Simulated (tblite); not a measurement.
CrFO2 (SMILES [O]=[Cr+](=[O])[F]), charge +1, singlet, geometry from GFN2-xTB (such geometries of metal compounds can be far from the true shape) (the multiplicity is a formal guess); GFN1-xTB run with tblite.

Here is a job for tblite.
```
$ tblite run mol.xyz --method gfn1 --charge 1 --spin 0 --grad --json tblite.json --no-restart

# file mol.xyz
4

Cr     0.12142624     0.18905534     0.16459684
O      1.30090157    -0.48116846    -0.58007591
O     -0.53573390    -0.80739456     1.14954741
F     -1.00395235     0.64124176    -0.94512179
```

Output, abridged:

```
xTB calculator
 | screened Coulomb repulsion
 | Coulomb electrostatics
 |  * isotropic Klopman-Ohno-Mataga-Nishimoto electrostatics
 |  * onsite third-order electrostatics
 | DFT-D3(BJ) dispersion correction

halogen bonding energy    0.0000000000000E+00 Eh
repulsion energy          7.7686789822732E-02 Eh
dispersion energy        -8.1059885254704E-04 Eh
number of electrons       2.4000000000000E+01 e
integral cutoff           4.0000000000000E+01 bohr

------------------------------------------------------------
  cycle        total energy    energy error   density error
------------------------------------------------------------
      1     -8.663059048000  -8.7399352E+00   1.7126746E+00
      2     -24.87277446672  -1.6209715E+01   3.5977840E+00
      3     -13.77975428851   1.1093020E+01   8.7516845E-01
      4     -13.54118014309   2.3857415E-01   1.4511077E+00
      5     -15.34554183494  -1.8043617E+00   5.1268989E-01
      6     0.6339781478872   1.5979520E+01   2.7221607E+00
      7     -7.084963783899  -7.7189419E+00   2.5679875E+00
      8     -13.28510449718  -6.2001407E+00   1.0921558E+00
      9     -15.40959606710  -2.1244916E+00   3.9809340E-01
     10     -15.38716508163   2.2430985E-02   3.6455098E-01
     11     -15.52701011361  -1.3984503E-01   1.5233629E-01
     12     -15.55666556460  -2.9655451E-02   9.8937118E-02
     13     -15.57638390810  -1.9718344E-02   2.7693792E-02
     14     -15.57764382535  -1.2599172E-03   2.1599060E-02
     15     -15.57761471190   2.9113453E-05   2.0571953E-02
     16     -15.57744533893   1.6937297E-04   1.9271654E-02
     17     -15.57760137036  -1.5603143E-04   1.2002633E-02
     18     -15.57776866527  -1.6729491E-04   5.9161911E-03
     19     -15.57782493593  -5.6270661E-05   1.6043002E-03
     20     -15.57782974818  -4.8122546E-06   1.3670467E-04
     21     -15.57782978470  -3.6513857E-08   1.8499737E-05
------------------------------------------------------------

electronic energy        -1.5654705975669E+01 Eh
total energy             -1.5577829784698E+01 Eh

Post processing:
 | Mayer-Wiberg bond orders

[Info] Tight-binding results written to 'tblite.txt'
[Info] JSON dump of results written to 'tblite.json'
```
